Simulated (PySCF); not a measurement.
Compound: C5H4F4O2.
Numbering: `[O:1]=[C:2]1[CH2:3][O:4][C@@H:5]1[C@@H:6]([F:7])[C:8]([F:9])([F:10])[F:11]`

Structure used (PBE0-D3(BJ)/def2-SVP), in Å, numbered top down from 1:
```
atom  x, y, z in Å
O1     0.8490    1.9729   -1.1344
C2     1.0185    0.9595   -0.5409
C3     1.8947   -0.2762   -0.6775
O4     1.3470   -0.7873    0.5402
C5     0.4972    0.3287    0.7633
C6    -0.9586   -0.0740    0.9477
F7    -1.6399    0.9335    1.5605
C8    -1.7059   -0.4185   -0.3362
F9    -1.9494    0.6660   -1.0602
F10   -2.8668   -1.0049   -0.0604
F11   -0.9816   -1.2609   -1.0798
H12    1.6751   -0.9128   -1.5515
H13    2.9800   -0.0813   -0.6214
H14    0.7739    0.9180    1.6587
H15   -0.9674   -0.9749    1.5853
```

Definitions: NICS(0) = −σiso at the ring centroid; NICS(1) = −σiso and NICS(1)zz = −σzz at ±1 Å along the ring normal z. Level: GIAO PBE0/pcSseg-1 (PySCF, non-relativistic, gas phase) on the PBE0-D3(BJ)/def2-SVP geometry, one conformer.

Ring bond lengths (Å), with Mayer bond orders in brackets: C2–C3 1.521 (0.96), C3–O4 1.430 (0.92), O4–C5 1.420 (0.92), C5–C2 1.540 (0.89).

Problem. What do the NICS probes read (ppm)?

Solution. 
```
       ring                                             type  NICS(0)  NICS(1), two faces  NICS(1)zz, two faces  rms pucker (Å)  centre to ring atoms, mean (Å)
C2–C3–O4–C5  4-membered ring with O; formal bonds all single      5.5           0.3 / 0.3           -1.0 / -4.0            0.00                            1.04
```

Problem. What do they say, and how far can they be read as aromaticity?

Solution. 
- C2–C3–O4–C5: mean NICS(1)zz -2.5 ppm, near zero. C3, C5 have four or more neighbours, and the NICS criterion for π rings isn't applied. NICS(0) lies 5 ppm above the mean NICS(1).

Problem. At the first NICS(1) probe listed for ring C2–C3–O4–C5, 1 Å off the ring, how large is the induced field along the normal in 14.1 T applied along it?

Solution. NICSzz × B0 = -1.0 ppm × 14.1 T = -14 μT, against the applied field.

Problem. Give the inner angles of the rings and the Hirshfeld charges of the ring atoms.

Solution. 
- C2–C3–O4–C5: C2 86.5° (+0.157 e), C3 89.6° (-0.003 e), O4 94.7° (-0.161 e), C5 89.2° (+0.021 e); sum 360.0° against 360° for a flat convex ring.

Problem. How shielded are the nuclei of the rings and their hydrogens (means over atoms taken as equivalent)?

Solution. 
```json
{"atoms": "C2", "environment": "ketone carbonyl carbon", "σ isotropic (ppm)": "-18.2"}
{"atoms": "C3", "environment": "sp3 carbon bound to oxygen", "σ isotropic (ppm)": "91.6"}
{"atoms": "O4", "environment": "cyclic ether oxygen", "σ isotropic (ppm)": "318.5"}
{"atoms": "C5", "environment": "sp3 carbon bound to oxygen", "σ isotropic (ppm)": "83.2"}
{"atoms": "H12", "environment": "methylene hydrogen", "σ isotropic (ppm)": "25.93"}
{"atoms": "H13", "environment": "methylene hydrogen", "σ isotropic (ppm)": "26.04"}
{"atoms": "H14", "environment": "methine hydrogen", "σ isotropic (ppm)": "25.93"}
```

Problem. How do the values depend on the level or the medium?

Solution. 
```json
{"level": "PBE0/pcSseg-1, gas", "NICS(0), C2–C3–O4–C5": "5.5", "mean NICS(1)zz, C2–C3–O4–C5": "-2.5"}
{"level": "wB97X-D/pcSseg-2, gas", "NICS(0), C2–C3–O4–C5": "6.6", "mean NICS(1)zz, C2–C3–O4–C5": "-1.4"}
{"level": "PBE0/pcSseg-1, IEF-PCM chloroform", "NICS(0), C2–C3–O4–C5": "5.5", "mean NICS(1)zz, C2–C3–O4–C5": "-2.4"}
```

The geometry is the same throughout; the continuum's cavity takes Bondi-type radii × 1.2.
